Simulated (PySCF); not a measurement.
Spinor energies of Sc²⁺ (scandium, charge +2)

Start: [Ar] 3d1; 3d5/2 filled at m_j = +5/2. Calculated with PySCF 2.14 in x2c-SVPall-2c with one added diffuse shell each of s, d type (6s5p4d1f, 48 functions): generalised Hartree-Fock with the X2C-1e Hamiltonian and a Gaussian nucleus; one run each with spin-orbit coupling (SO) switched off, then screened by Boettger's factors. This is a chosen level, not necessarily the ground level.

| spinor shell | electrons | ε, spin-free (eV) | ε, screened SO (eV) | weight of nominal j (screened SO) | rms radius, screened SO (bohr) |
| --- | --- | --- | --- | --- | --- |
| 1s1/2 | 2 | -4552.5 | -4552.5 | 1.000 | 0.0845 |
| 2s1/2 | 2 | -538.81 | -538.82 | 1.000 | 0.370 |
| 2p1/2 | 2 | -441.79 | -444.86 | 0.997 | 0.338 |
| 3s1/2 | 2 | -85.501 | -85.505 | 1.000 | 1.15 |
| 3p3/2 | 4 | -58.013 | -58.295 | 0.855 | 1.27 |
| 3p1/2 | 2 | -58.013 | -57.462 | 0.710 | 1.26 |
| 3d5/2 | 1 | -24.507 | -24.496 | 1.000 | 1.75 |

Task: Where does 2p3/2 lie, and what is the 2p spin-orbit splitting (screened SO)?

Result: At -440.28 eV, 4.576 eV above 2p1/2.

```csv
quantity,spin-free,screened SO
E (hartree),-762.53581,-762.53762
M_J,5/2,5/2
⟨J²⟩,8.754,8.754
⟨L²⟩,6.003,6.003
⟨S²⟩,0.751,0.751
```

Each row is a mean over spinors that exchange with the open shell spreads, by up to 4.441 eV (3p3/2).

Rows whose weight is well below 1 are mixtures of j = l ± 1/2: exchange outweighs spin-orbit coupling there, and the label is only the starting occupation.

Without spin-orbit coupling the j labels of p, d and f shells carry no meaning; the spin-free column gives the mean over the occupied spinors of each nl shell.
